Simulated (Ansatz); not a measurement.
`CS[SiH](F)S` + HCl → `CS[SiH](F)Cl` + H₂S at 700 K and 1 bar (ligand exchange at the Si–S bond).

Computed with Ansatz on PBE0-D4/def2-TZVP structures; ΔE is electronic, products minus reactants. CBS: MP2 limit from def2 TZ/QZ plus the TZ coupled-cluster correction, frozen cores. This one scheme is used for every species. Each species was taken in one conformer, which may not be the lowest.

```
       species  CCSD(T)/CBS energy (Eh)  H − E (kJ/mol)  S (J/(mol·K))
 `CS[SiH](F)S`              -1225.60997           243.1          499.9
           HCl               -460.38127            38.4          211.8
`CS[SiH](F)Cl`              -1287.03339           214.4          472.8
           H₂S               -398.97279            64.8          236.9
```

H − E and S are ideal-gas, rigid-rotor, harmonic terms from PBE0-D4/def2-TZVP, for one conformer and one mirror image of each species. 1 Eh = 2625.50 kJ/mol, R = 8.31446 J/(mol·K).

Task: By hand: ΔE, ΔH, ΔS and ΔG.

Result: ΔE = (-1287.03339) + (-398.97279) − (-1225.60997) − (-460.38127) = -0.01494 Eh = -39.2 kJ/mol. Δ(H − E) = 214.4 + 64.8 − 243.1 − 38.4 = -2.3, so ΔH = -41.5 kJ/mol. ΔS = 472.8 + 236.9 − 499.9 − 211.8 = -2.0 J/(mol·K). ΔG = -41.5 − 700 × (-2.0)/1000 = -40.1 kJ/mol.

Task: By hand: the equilibrium constant, and the temperature at which ΔG would vanish if ΔH and ΔS stayed fixed.

Result: log₁₀ K = −ΔG/(RT ln 10) = 3.0. ΔG = 0 at ΔH/ΔS = 20750 K, far beyond where these terms or the molecules hold.

The number of gas molecules stays the same, so ΔS is small and ΔH decides. A doubt of 5 kJ/mol in ΔE shifts log₁₀ K by 0.4 here. Other conformers and mirror images would add mixing entropy, several J/(mol·K) or more a flexible species. Modes under 60 cm⁻¹, often nearly free rotors, make the harmonic entropy too high. These are equilibria of isolated gas molecules and say nothing of rates. Largest T1 diagnostic: 0.011 (customary marks: 0.02 for closed shells, 0.045 for open ones).
